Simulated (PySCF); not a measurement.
# Löwdin shares of the frontier orbitals

Species: 6-chloro-2-hydroxypyridine, C5H4ClNO.
Atom-mapped SMILES: `[OH:1][c:2]1[cH:3][cH:4][cH:5][c:6]([Cl:7])[n:8]1` (hydrogens: H9 on O1; H10 on C3; H11 on C4; H12 on C5)

Computed, not measured: TDDFT CAM-B3LYP/def2-SVPD, vertical, gas phase, core orbitals frozen in the response (PySCF 2.14.0, density-fitted response routines). One conformer (not necessarily the lowest) at the PBE0-D3(BJ)/def2-SVP geometry, without solvent, vibrations or thermal averaging. Torsions of this conformer, `[OH:1][c:2]1[cH:3][cH:4][cH:5][c:6]([Cl:7])[n:8]1`: H–O1–C2–C3 180°.

Kohn–Sham orbitals with the atoms that hold most of them (Löwdin shares over 4%, at most four atoms; ? is withheld):

```tsv
orbital	ε (eV)	atoms
HOMO-3	-10.58	Cl7 82%, C6 9%
HOMO-2	-9.98	N8 57%, C2 9%, C6 8%, Cl7 8%
HOMO-1	-9.87	?
HOMO	-8.33	C5 20%, C3 18%, O1 13%, C6 13%
LUMO	?	?
LUMO+1	0.50	C2 21%, C5 20%, C6 13%, C4 10%
LUMO+2	1.26	O1 21%, Cl7 16%, C2 11%, H9 10%
```

(1) Which atoms hold the HOMO-1, and with what shares?

(2) Which atoms hold the LUMO, and with what shares?

(3) What is the LUMO energy, and the HOMO–LUMO gap?

## Answers

(1) N8 (bonded to 2 C) 30%; C4 (bonded to 2 C and H) 16%; Cl7 (bonded to C) 16%; C3 (bonded to 2 C and H) 8%. By element: nitrogen 30%, carbon 24% or more, chlorine 16%.

(2) C4 (bonded to 2 C and H) 23%; N8 (bonded to 2 C) 18%; C6 (bonded to C, Cl and N) 17%; C3 (bonded to 2 C and H) 16%. By element: carbon 56% or more, nitrogen 18%.

(3) ε(LUMO) = -0.10 eV; the gap is 8.23 eV (0.3026 hartree).

Problem. The HOMO–LUMO gap is 8.23 eV. Where does the response calculation put the lowest singlet, and from which orbitals?

Solution. S1 is at 5.08 eV (f = 0.118), 3.16 eV below the gap, made of HOMO→LUMO (87%). 

Problem. Give energy, strength and leading configuration of S1, S2, S3, S4 and S7, and follow the Löwdin shares of the leading atoms from the occupied to the empty orbital.

Solution. 
- S1 (5.08 eV, f 0.118), HOMO→LUMO (87%): C5 20% → at most 16%, C3 18% → 16%, C4 at most 13% → 23%, N8 at most 13% → 18%
- S2 (5.91 eV, f 0.0035), HOMO-2→LUMO (96%): N8 57% → 18%, C2 9% → at most 16%, C4 at most 8% → 23%
- S3 (5.98 eV, f 0.117), HOMO→LUMO+1 (82%): C5 20% → 20%, C3 18% → at most 11%, C2 at most 13% → 21%
- S4 (6.47 eV, f 0.0003), HOMO-2→LUMO+1 (97%): N8 57% → at most 11%, C2 9% → 21%, C5 at most 8% → 20%
- S7 (7.06 eV, f 0.301), HOMO-1→LUMO (75%): N8 30% → 18%, C4 16% → 23%
